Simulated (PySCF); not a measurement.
# SnI: from constants to spectrum

UHF-CCSD(T) constants of SnI, ²Π (doublet), unpaired electrons π ↑ (Sn x2c-TZVPPall, I x2c-TZVPPall; spin-free X2C with a Gaussian nucleus (PySCF 2.14); masses 119.9022 and 126.9045 u):

* ωe: 197.7 cm⁻¹
* ωexe: 0.366 cm⁻¹
* Be: 0.036967 cm⁻¹
* αe: 9.68e-05 cm⁻¹
* D (centrifugal): 5.17e-09 cm⁻¹
* De to Sn + I: 2.87 eV

Give the vibrational terms G(v) and spacings up to v = 6.

G(v) = ωe(v+½) − ωexe(v+½)².

```json
{"v": "0", "G(v) (cm⁻¹)": "98.8", "G(v) − G(v−1)": "", "Bv (cm⁻¹)": "0.03692"}
{"v": "1", "G(v) (cm⁻¹)": "295.7", "G(v) − G(v−1)": "197.0", "Bv (cm⁻¹)": "0.03682"}
{"v": "2", "G(v) (cm⁻¹)": "492.0", "G(v) − G(v−1)": "196.2", "Bv (cm⁻¹)": "0.03673"}
{"v": "3", "G(v) (cm⁻¹)": "687.5", "G(v) − G(v−1)": "195.5", "Bv (cm⁻¹)": "0.03663"}
{"v": "4", "G(v) (cm⁻¹)": "882.2", "G(v) − G(v−1)": "194.8", "Bv (cm⁻¹)": "0.03653"}
{"v": "5", "G(v) (cm⁻¹)": "1076.3", "G(v) − G(v−1)": "194.0", "Bv (cm⁻¹)": "0.03643"}
{"v": "6", "G(v) (cm⁻¹)": "1269.6", "G(v) − G(v−1)": "193.3", "Bv (cm⁻¹)": "0.03634"}
```

How well does the Morse estimate ωe²/(4ωexe) reproduce De, and what is D0?

It gives 3.31 eV, 115 % of the computed De. D0 = De − G(0) = 2.87 − 0.01 = 2.86 eV.

Correlated steps freeze 36 core orbitals. These are scalar-relativistic numbers at best; spin–orbit coupling would shift them, the dissociation energy most. The state was picked by a PBE0 search and need not be the measured ground state.
